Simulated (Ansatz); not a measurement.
Species: SrCl, charge 0, doublet. SrCl (SMILES [Cl][Sr], doublet).
B3LYP-D3(BJ)/def2-TZVP minimum from Ansatz (an electronic-structure program):
```
Sr
Cl 1 2.5987
```
Charge 0, spin multiplicity 2.

Total energies in hartree (Ansatz). Open shells are spin-unrestricted; no spin-orbit coupling. Cores are frozen in correlated methods (noble-gas shells, and filled d and f shells in the p block). Past Kr the def2 sets carry scalar-relativistic core potentials. Where a partner has so few electrons that a lower coupled-cluster level is exact, that level stands in. The restricted determinant of Sr ([Sr], singlet) is unstable towards broken spin symmetry in at least one set run. The spin of ClSr ([Cl][Sr], doublet) was assumed, and the state is the lowest solution found for it.

| species | HF/def2-TZVPP | CCSD(T)/def2-TZVPP | HF/def2-QZVPP | CCSD(T)/def2-QZVPP | CCSDT(Q)/def2-QZVPP |
|---|---|---|---|---|---|
| 1: SrCl (SMILES [Cl][Sr], doublet) | -489.95761 | -490.18542 | -489.97323 | -490.22542 | -490.22638 |
| 2: Sr (singlet) | -30.34712 | -30.37281 | -30.34716 | -30.37311 | -30.37311 |
| 3: Cl (doublet) | -459.47685 | -459.66464 | -459.48954 | -459.69535 | -459.69632 |

Problem. Work out the atomisation energy (electronic, to ground-state atoms) in kJ/mol: take Hartree-Fock from def2-QZVPP, extrapolate the CCSD(T) correlation energy as X^-3 (X = 3, 4), and add CCSDT(Q) - CCSD(T) in def2-QZVPP. 1 hartree = 2625.5 kJ/mol.

Solution. 
Species 1: correlation (64·(-0.25219) - 27·(-0.22781))/37 = -0.26998; step -0.00096; E1 = -489.97323 + (-0.26998) + (-0.00096) = -490.24417
Species 2: correlation (64·(-0.02595) - 27·(-0.02569))/37 = -0.02614; step +0.00000; E2 = -30.34716 + (-0.02614) + (+0.00000) = -30.37330
Species 3: correlation (64·(-0.20581) - 27·(-0.18779))/37 = -0.21896; step -0.00097; E3 = -459.48954 + (-0.21896) + (-0.00097) = -459.70947
-1·E1 +1·E2 +1·E3 = 0.16140 hartree = 423.8 kJ/mol.
